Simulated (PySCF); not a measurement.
**Bromine: a sound run and one with changed settings**

Sound run: Br [Ar] 3d10 4s2 4p5, Br⁺ [Ar] 3d10 4s2 4p4. Calculation: PySCF 2.14, in x2c-TZVPall (6s5p4d1f, 48 functions); scalar relativity by spin-free X2C-1e. In the sound run the correlated levels freeze [Ar] 3d10. The sound run starts from symmetry-adapted Hartree-Fock orbitals and uses a fine grid where one is needed.

A second run was set up differently.

| species | method | sound run (hartree) | changed run (hartree) | converged |
| --- | --- | --- | --- | --- |
| Br | UHF | -2604.41488 | -2604.41488 | yes |
| Br | PBE | -2605.85640 | -2605.85640 | yes |
| Br | MN15 | -2607.79931 | -2607.79931 | yes |
| Br | MP2 | -2604.54894 | -2604.47147 | yes |
| Br | CCSD(T) | -2604.57259 | -2604.57259 | yes |
| Br⁺ | UHF | -2604.02086 | -2604.02086 | yes |
| Br⁺ | PBE | -2605.42333 | -2605.42333 | yes |
| Br⁺ | MN15 | -2607.36932 | -2607.36932 | yes |
| Br⁺ | MP2 | -2604.12488 | -2604.06570 | yes |
| Br⁺ | CCSD(T) | -2604.14721 | -2604.14721 | yes |

Ionisation energy of Br:

```csv
method,sound run (eV),changed run (eV)
UHF,10.722,10.722
PBE,11.785,11.785
MN15,11.701,11.701
MP2,11.539,11.042
SCS-MP2,11.537,11.048
CCSD,11.541,11.541
CCSD(T),11.575,11.575
```

Problem. What was changed?
A. too few SCF iterations
B. basis contracted for another Hamiltonian
C. a valence shell is frozen
D. level shift left on

Solution. D. It used initial guess minao, at most 50 SCF cycles, level shift 2.0 hartree. A level shift leaves the converged SCF energy unchanged but raises the virtual orbital energies, which shrinks MP2 if it is not removed.
